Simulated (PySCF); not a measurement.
PySCF input for BeHBr, SMILES [BeH][Br], PBE0/pcSseg-2. Geometry: PBE0-D3(BJ)/def2-TZVPD.

```python
import numpy as np
from pyscf import gto, scf, dft
from pyscf.prop.nmr import rks as nmr

mol = gto.M(
    atom='''
    Be    0.00000000    0.00000000   -1.67819942
    H     0.00000000    0.00000000   -3.00617720
    Br    0.00000000    0.00000000    0.27768500
    ''',
    basis='pcSseg-2',
    charge=0,
    spin=0,
    max_memory=1600,
    verbose=3,
)
mf = dft.RKS(mol, xc='pbe0')
mf.grids.level = 3
mf.conv_tol = 1e-10
mf.max_cycle = 100
mf.kernel()
n = nmr.NMR(mf)
n.verbose = 2
n.max_cycle_cphf = 60
sigma = n.kernel()
print('atom   isotropic/ppm   span/ppm')
for i, s in enumerate(sigma):
    w = np.linalg.eigvalsh((s + s.T) / 2)
    print(f'{mol.atom_symbol(i):2s}{i + 1:3d} {w.mean():14.3f} {w[2] - w[0]:11.3f}')
```

Program output:

```
converged SCF energy = -2589.27297817579
atom   isotropic/ppm   span/ppm
Be  1         86.437     111.318
H   2         27.982       8.309
Br  3       2594.797     798.409
```

The run converged.
